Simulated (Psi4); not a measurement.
sulfur difluoride (F2S), singlet, at a GFN2-xTB geometry, atoms displaced at random by about 0.1 Å a coordinate. Base run: Psi4 1.11 with HF/6-31G.

Input for Psi4:
```
memory 2 GB

molecule {
0 1
  F    -1.19207752   -0.51377151   -0.18821499
  S     0.17877923    0.57426032    0.06825262
  F     1.33971445   -0.41205851    0.21938245
}

set basis 6-31g

optimize('scf')
print_variables()
```

Each row names what was changed in the base input (with any setting that the change needs).

```tsv
change	ΔE vs base (µEh)	optimiser steps
base	0.0	7
opt_coordinates = cartesian	0.0	9
intrafrag_hess = lindh	0.1	9
intrafrag_step_limit = 0.05	0.0	8
g_convergence = gau	0.2	6
hess_update = none	0.1	9
intrafrag_hess = fischer	0.1	5
```
